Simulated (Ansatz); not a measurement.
`C[SiH](O)S` → H₂O + `C[Si]S` at 400 K and 1 bar (silylene formation by 1,1-elimination).

Isolated molecules relaxed with PBE0-D4/def2-TZVP in Ansatz; ΔE leaves out vibrations. CCSD(T)/CBS is the MP2 limit (def2-TZVPP, def2-QZVPP) plus CCSD(T) − MP2 in def2-TZVPP, frozen cores. This one scheme is used for every species. Each species was taken in one conformer, which may not be the lowest.

| species | CCSD(T)/CBS energy (Eh) | H − E (kJ/mol) | S (J/(mol·K)) |
| --- | --- | --- | --- |
| `C[SiH](O)S` | -803.78841 | 215.6 | 370.3 |
| H₂O | -76.37941 | 69.8 | 198.6 |
| `C[Si]S` | -727.30578 | 144.8 | 328.3 |

H − E and S are ideal-gas, rigid-rotor, harmonic terms from PBE0-D4/def2-TZVP, for one conformer and one mirror image of each species. 1 Eh = 2625.50 kJ/mol, R = 8.31446 J/(mol·K).

By hand: ΔE, ΔH, ΔS and ΔG.

ΔE = (-76.37941) + (-727.30578) − (-803.78841) = 0.10322 Eh = 271.0 kJ/mol. Δ(H − E) = 69.8 + 144.8 − 215.6 = -1.0, so ΔH = 270.0 kJ/mol. ΔS = 198.6 + 328.3 − 370.3 = 156.6 J/(mol·K). ΔG = 270.0 − 400 × (156.6)/1000 = 207.4 kJ/mol.

By hand: the equilibrium constant, and the temperature at which ΔG would vanish if ΔH and ΔS stayed fixed.

log₁₀ K = −ΔG/(RT ln 10) = -27.1. ΔG = 0 at ΔH/ΔS = 1724 K.

The number of gas molecules changes by +1, which sets the sign of ΔS. A doubt of 5 kJ/mol in ΔE shifts log₁₀ K by 0.7 here. Other conformers and mirror images would add mixing entropy, several J/(mol·K) or more a flexible species. These are equilibria of isolated gas molecules and say nothing of rates. Largest T1 diagnostic: 0.014 (customary marks: 0.02 for closed shells, 0.045 for open ones).
